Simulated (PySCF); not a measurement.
Al(Cl)(F)(SMe) (CH₃AlClFS), SMILES [S](C)[Al]([Cl])[F].

Coordinates come from a PBE0-D3(BJ)/def2-SVP optimisation. The structure was generated by enumeration; whether it is a known compound was not checked. The values are those of a single conformer.

Two levels are set side by side: PBE/def2-TZVP (PySCF) and M06-2X/def2-TZVP (PySCF). Same geometry, gas phase. Differences are taken from unrounded values.

```tsv
quantity	M06-2X
orbital gap (eV)	8.38
highest occupied level (eV)	-8.78
lowest empty level (eV)	-0.40
dipole moment (D)	1.90
mean polarisability (bohr³)	64.7
```

### Question
What does PBE give, and how far is it from M06-2X? (The exact figures need the calculation; the answer reports its results.)

### Answer

```csv
quantity,PBE,PBE minus M06-2X
orbital gap (eV),4.60,-3.78
highest occupied level (eV),-6.41,2.37
lowest empty level (eV),-1.81,-1.41
dipole moment (D),1.89,0.00
mean polarisability (bohr³),68.4,3.8
```

PBE's occupied levels lie high since its potential decays too fast outside the molecule; exact exchange lowers them and widens the gap. PBE's more diffuse valence density responds more strongly to a field. Differences between two approximate levels are no errors against the true value.

Rough cost on one machine, each run with all the roots and properties that it gave: M06-2X against PBE about 3 times.
